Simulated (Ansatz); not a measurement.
Consider the substitution at a C–C bond: `C/C=[N]\[GeH3]` + `N=C=[Se]` → `CN=C=[Se]` + `C=[N][GeH3]`.

Gas-phase electronic energies from Ansatz, PBE0-D4/def2-TZVP geometries. CCSD(T)/CBS is the MP2 limit (def2-TZVPP, def2-QZVPP) plus CCSD(T) − MP2 in def2-TZVPP, frozen cores. DFT in def2-TZVPP. For Ge, Se outer-core shells are correlated without core-valence functions, which leaves a few kJ/mol of doubt a bond. Scalar relativity is left out up to krypton. Each species was taken in one conformer, which may not be the lowest.

`C/C=[N]\[GeH3]`:

Z-matrix (Å, degrees):
```
C
C 1 1.496
H 1 1.095 2 109.7
H 1 1.094 2 109.8 3 116.8
H 1 1.091 2 112.9 3 -121.6
N 2 1.260 1 129.7 3 121.2
H 2 1.102 1 113.6 3 -58.8
Ge 6 1.863 2 122.9 1 -0.0
H 8 1.542 6 111.3 2 -59.8
H 8 1.542 6 111.0 2 62.0
H 8 1.532 6 105.8 2 -179.0
```

`N=C=[Se]`:

```xyz
4

N    -0.259   -0.494   -0.645
C     0.002    0.079    0.367
Se    0.288    0.798    1.895
H    -0.031   -0.383   -1.616
```

`CN=C=[Se]`:

```xyz
7

C     0.268    0.258   -0.950
N    -0.099   -0.098    0.354
C    -0.407   -0.392    1.444
Se   -0.864   -0.828    3.059
H    -0.263    1.160   -1.260
H     1.343    0.449   -1.001
H     0.023   -0.549   -1.645
```

`C=[N][GeH3]`:

Cartesian coordinates in Å:
```
C 0.570 -0.571 1.299
N -0.107 -0.911 0.295
Ge -0.480 0.350 -1.025
H 0.976 0.439 1.477
H 0.792 -1.310 2.079
H 0.145 1.714 -0.650
H -2.006 0.463 -1.134
H 0.110 -0.174 -2.341
```

```
             level  ΔE (kcal/mol)
           ωB97M-V            6.6
              PBE0            6.1
SCS-MP2/def2-TZVPP            5.3
     MP2/CBS(def2)            7.1
```

Question: What does CCSD(T)/CBS give? (Best estimate.)

Answer: The calculation gave: +7.2 kcal/mol. The listed levels differ from it by -0.6, -1.1, -1.9, -0.1 kcal/mol.

Largest T1 diagnostic among the species: 0.016.

The D4 term adds +1.0 kcal/mol with B3LYP and +0.5 kcal/mol with PBE0; it sums over pairs of atoms, weighted by their polarisabilities, and B3LYP, whose exchange is more repulsive, gets the larger term. From PBE to PBE0 (25 % exact exchange), in def2-TZVPP and without D4, ΔE moves by −0.9 kcal/mol.

B3LYP here is the variant with VWN-RPA as its local correlation; programs differ in this.
